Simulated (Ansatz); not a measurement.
```yaml
crystal:
  periodic: [false, false, false]
  atoms:
    - {symbol: Ge, position_ang: [-0.465572, -0.320924, -0.011389]}
    - {symbol: F, position_ang: [1.027213, -0.993981, 0.060434]}
    - {symbol: F, position_ang: [-0.561641, 1.314906, -0.049054]}
basis:
  gaussian: {orbitals: pcseg-2}
total_charge: 1
magnetization: {spin_polarized: true, initial_magnetization: 1}
hamiltonian: {xc: {name: wB97X-V}}
scf: {omitted_lower_state_checks: [starts]}
```

```sh
$ ansatz run in.yaml --threads 4 --pin off --events-out ev --progress --plain --max-ram 3916MiB
```

Output, abridged:

```
Functional definition: wB97X-V
685 factors; their error is unknown
125 factors; integrals over basis functions are off by at most 3.7e-5 eV
mean field evaluation 1: about -61925.2816 eV, gradient 6.8e1 eV
mean field evaluation 2: about -61907.7908 eV, gradient 1.0e2 eV
mean field evaluation 4: about -61938.8647 eV, gradient 1.6e0 eV
mean field evaluation 8: about -61938.8823 eV, gradient 4.8e-2 eV
mean field evaluation 16: about -61939.0279 eV, gradient 3.1e-4 eV
mean field -61939.02792003 eV, -2276.2172922801 hartree, gradient 4.0e-5 eV, S^2 0.754034; 0 other end points of the search recorded, 0 dependent functions left out
reference -61939.02791948 eV, -2276.2172922597 hartree; 25, 24 occupied and 78, 79 virtual orbitals, 685 factors
Total energy: -61939.02791948 eV, -2276.2172922597 hartree
Checks for a lower state left out: starts
```

Run time 3.1 s (4 threads of Arm Neoverse V1 on a shared host).
